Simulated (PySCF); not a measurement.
Species: ReOCl4 (doublet state).
Cartesian coordinates in Å at the PBE0-D3(BJ)/def2-SVP level; atoms count from 1:
```xyz
6
Cl4ORe angstrom
O     -0.5559   -0.8863   -1.4750
Re    -0.0443   -0.0777   -0.1288
Cl     1.7777   -1.1997    0.6736
Cl    -1.1669   -1.0313    1.6154
Cl    -1.4501    1.7017    0.1505
Cl     1.4635    1.4632   -0.8804
```

Method used: PBE0-D3(BJ)/def2-SVP geometry optimisation, gas phase, def2 core potentials past Kr in PySCF.

**Question.** Which atoms are bound to Re2, and at what distances?

**Answer.** 5 atoms: O1 1.651 Å, Cl4 2.283 Å, Cl6 2.283 Å, Cl5 2.285 Å, Cl3 2.285 Å.

**Question.** List the angles at Re2.

**Answer.** 
```json
{"angle": "Cl4–Re2–Cl6", "degrees": "149.1", "distance of the outer atoms (Å)": "4.40"}
{"angle": "Cl3–Re2–Cl5", "degrees": "146.1", "distance of the outer atoms (Å)": "4.37"}
{"angle": "O1–Re2–Cl3", "degrees": "107.0", "distance of the outer atoms (Å)": "3.19"}
{"angle": "O1–Re2–Cl5", "degrees": "106.9", "distance of the outer atoms (Å)": "3.18"}
{"angle": "O1–Re2–Cl6", "degrees": "105.5", "distance of the outer atoms (Å)": "3.15"}
{"angle": "O1–Re2–Cl4", "degrees": "105.4", "distance of the outer atoms (Å)": "3.15"}
{"angle": "Cl4–Re2–Cl5", "degrees": "85.9", "distance of the outer atoms (Å)": "3.11"}
{"angle": "Cl5–Re2–Cl6", "degrees": "85.5", "distance of the outer atoms (Å)": "3.10"}
{"angle": "Cl3–Re2–Cl6", "degrees": "85.4", "distance of the outer atoms (Å)": "3.10"}
{"angle": "Cl3–Re2–Cl4", "degrees": "85.3", "distance of the outer atoms (Å)": "3.10"}
```

**Question.** What is the shape at Re2?

**Answer.** Square pyramidal: τ5 = (β − α)/60° = 0.05 from the two widest angles, 149.1° and 146.1° (0 for a square pyramid, 1 for a trigonal bipyramid).

Charge 0, doublet. ⟨S²⟩ = 0.756 (exact for a doublet: 0.75). No frequency check.
